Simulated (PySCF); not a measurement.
Al(H)(Me)2(NH3), C2H10AlN, singlet, PBE0/def2-SVP optimised geometry.

```
14

Al    -0.20    -0.63     0.00
H     -0.93    -1.84    -0.78
C     -1.14     1.12     0.00
H     -2.22     1.04     0.21
H     -1.06     1.60    -0.99
H     -0.71     1.84     0.72
C      1.78    -0.63     0.00
H      2.16    -0.34    -0.99
H      2.22    -1.62     0.22
H      2.22     0.09     0.72
N     -0.60    -1.28     1.94
H     -0.19    -2.20     2.11
H     -1.60    -1.35     2.11
H     -0.21    -0.65     2.65
```

Density from PBE0/def2-TZVP (PySCF) at that geometry.

Minimum of the electron density along straight lines between bonded atoms, close to the bond critical point (lines longer than 1.1 times the sum of covalent radii, or with two minima, are not listed):

```
bond     length / Å  ρ at the minimum / e bohr⁻³  ∇²ρ there / e bohr⁻⁵  position (fraction from the first atom)
-------  ----------  ---------------------------  --------------------  ---------------------------------------
Al1–H2        1.616                          [?]                  0.20                                     0.50
Al1–C3        1.984                        0.081                  0.25                                     0.40
C3–H4         1.105                        0.261                 -0.83                                     0.63
C3–H5         1.105                        0.261                 -0.83                                     0.64
C3–H6         1.105                        0.260                 -0.83                                     0.63
Al1–C7        1.984                        0.081                  0.25                                     0.40
C7–H8         1.105                        0.261                 -0.83                                     0.64
C7–H9         1.105                        0.261                 -0.83                                     0.63
C7–H10        1.105                        0.260                 -0.83                                     0.63
Al1–N11       2.087                          [?]                  0.22                                     0.40
N11–H12       1.021                        0.332                 -1.66                                     0.74
N11–H13       1.021                        0.332                 -1.66                                     0.74
N11–H14       1.021                        0.332                 -1.65                                     0.74
```

### Question
What belongs in the gaps?

### Answer

- Al1–H2, ρ at the minimum / e bohr⁻³: 0.076
- Al1–N11, ρ at the minimum / e bohr⁻³: 0.048
